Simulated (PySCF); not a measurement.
## Correlation energy of Re²⁹⁺ (rhenium, charge +29)

Starting occupation: [Kr] 4d10. Computed with PySCF 2.14 in an uncontracted even-tempered set (17 s from 2.6 bohr⁻², ratio 2.8; 14 p from 3.4 bohr⁻², ratio 2.8; 10 d from 3.4 bohr⁻², ratio 2.8; 3 f from 17 bohr⁻², ratio 3), with X2C-1e with screened-nucleus spin-orbit coupling, Gaussian nucleus. Frozen: [Ar] 3d10; 18 electrons correlated; the 102 highest virtual spinors left out.

MP2 pair energies summed by pair of shells (mhartree):

```tsv
pair	energy	share (%)
4d3/2-4d5/2	-122.22	30.5
4d5/2-4d5/2	-88.38	22.0
4d3/2-4d3/2	-40.87	10.2
4d5/2-4p3/2	-29.17	7.3
4d3/2-4p3/2	-20.36	5.1
4d5/2-4s1/2	-16.97	4.2
4d5/2-4p1/2	-15.67	3.9
4p1/2-4p3/2	-14.33	3.6
4p3/2-4p3/2	-14.26	3.6
4d3/2-4s1/2	-11.44	2.9
4d3/2-4p1/2	-9.78	2.4
4p3/2-4s1/2	-6.91	1.7
4p1/2-4p1/2	-4.29	1.1
4p1/2-4s1/2	-3.66	0.9
4s1/2-4s1/2	-2.86	0.7
```

Total MP2 correlation energy: -401.17 mhartree.

At this charge the one-electron X2C treatment keeps the bare 1/r₁₂, with no two-electron picture change or Breit term. The effect here is smaller than on the frozen 1s shell.
